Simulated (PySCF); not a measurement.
H₄OSSiZn, SMILES [SiH3][O][Zn][SH].

Coordinates come from a PBE-D3(BJ)/def2-SVP optimisation. One conformer was computed; it need not be the lowest.

Two levels are set side by side: TDDFT-PBE/def2-SVPD (PySCF) and TDDFT-LC-ωPBE/def2-SVPD (PySCF). Vertical, same geometry. The lowest singlet is HOMO→LUMO 100 % with PBE and HOMO→LUMO 89 % with the other functional; states are paired by order. Differences are taken from unrounded values.

| quantity | TDDFT-PBE |
|---|---|
| lowest singlet excitation (eV) | 4.35 |
| lowest triplet excitation (TDA) (eV) | 4.04 |

These are the TDDFT-PBE values. What does TDDFT-LC-ωPBE give? (Estimate from the structure and the level; the computed values follow.)


```json
[
 {"quantity": "lowest singlet excitation (eV)", "TDDFT-LC-ωPBE": "5.66", "TDDFT-PBE minus TDDFT-LC-ωPBE": "-1.31"},
 {"quantity": "lowest triplet excitation (TDA) (eV)", "TDDFT-LC-ωPBE": "5.22", "TDDFT-PBE minus TDDFT-LC-ωPBE": "-1.18"}
]
```

A lower first singlet is the usual sign of a functional without exact exchange. Differences between two approximate levels are no errors against the true value.

Rough cost on one machine, each run with all the roots and properties that it gave: TDDFT-LC-ωPBE against TDDFT-PBE about 6 times.
